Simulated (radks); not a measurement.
Question: The mean radii <r> (bohr) of the occupied orbitals of an atom or ion are listed with their occupations. All-electron calculation, Dirac Kohn-Sham, Slater X-alpha with alpha = 0.693, spin-unpolarised, spherical densities, finite nucleus; Fermi nuclear charge, rms radius of each element as measured or else 0.836 A^(1/3) + 0.57 fm. Program: a radial shooting solver on a logarithmic mesh with Libxc functionals.

| orbital | occ. | <r> |
|---|---|---|
| 1s1/2 | 2 | 0.04279 |
| 2s1/2 | 2 | 0.1895 |
| 2p1/2 | 2 | 0.1628 |
| 2p3/2 | 4 | 0.1667 |
| 3s1/2 | 2 | 0.5520 |
| 3p1/2 | 2 | 0.5571 |
| 3p3/2 | 4 | 0.5677 |
| 3d3/2 | 4 | 0.5870 |
| 3d5/2 | 6 | 0.5911 |
| 4s1/2 | 2 | 1.630 |
| 4p1/2 | 1.33333 | 1.939 |
| 4p3/2 | 2.66667 | 1.978 |

Name the element and its charge. Open shells, if any, are shared by 2j + 1.

Answer: Z = 35, bromine, charge +1: Br+ in [Ar] 3d10 4s2 4p4. The 1s radius gives Z: for a bare nucleus <r> = (2 gamma + 1)/(2Z) with gamma = sqrt(1 - (Z/c)^2), 0.04191 bohr for Z = 35, and screening makes it slightly larger (0.04279 here). The occupations add up to 34, and the charge is Z minus that.
